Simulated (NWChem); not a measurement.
Molecule: SrO; SMILES [Sr]=[O]

```xyz
2

Sr     0.0000     0.0000    -0.3237
O      0.0000     0.0000     1.6286
```
Atoms are numbered in this order, from 1.

All runs: NWChem. Coordinates come from a PBE0/def2-SVP optimisation. def2 effective core potentials on Sr; no spin-orbit coupling. Ions are spin-unrestricted doublets at the neutral geometry; other ion states weren't tried. Functional: LC-ωPBE (HJS hole) with def2-SVP; rows give the range parameter ω in 1/bohr.

For range parameter (1/bohr) 0.30:

| Property | Result |
|---|---|
| vertical ionisation energy, ΔSCF (eV) | 6.42 |
| −ε(HOMO) (eV) | 6.38 |

Question: How do the values read with range parameter (1/bohr) 0.25 instead?

Answer: 
| Quantity | Value |
|---|---|
| vertical ionisation energy, ΔSCF (eV) | 6.56 |
| −ε(HOMO) (eV) | 6.13 |
